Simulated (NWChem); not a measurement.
# C3H6OSi; SMILES C[Si@H]1C=CO1

```xyz
11

C     -0.0102    -2.0101    -0.5030
Si     0.0896    -0.4160     0.4733
C      1.1119     1.0134    -0.0970
C     -0.0826     1.5992    -0.3229
O     -1.1283     0.7418     0.0045
H      0.8418    -2.6621    -0.2738
H     -0.0076    -1.8085    -1.5791
H     -0.9252    -2.5621    -0.2567
H      0.0194    -0.6960     1.9326
H      2.0996     1.4213    -0.2506
H     -0.3699     2.5814    -0.6980
```
Atoms are numbered in this order, from 1.

Results from NWChem. Medium grid unless said otherwise, to which SCAN and Minnesota functionals are sensitive. All runs use the structure optimised with B3LYP/6-31G* (spherical d).

For level PBE/def2-SVP:

```yaml
highest occupied level (eV): -5.39
orbital gap (eV): 4.61
dipole (D): 1.41
```

### Question
How do the values read with level M06-2X/def2-SVP instead?

### Answer
The highest occupied level (eV) is -7.96, the orbital gap (eV) comes out as 9.09 and the dipole (D) is 1.52.
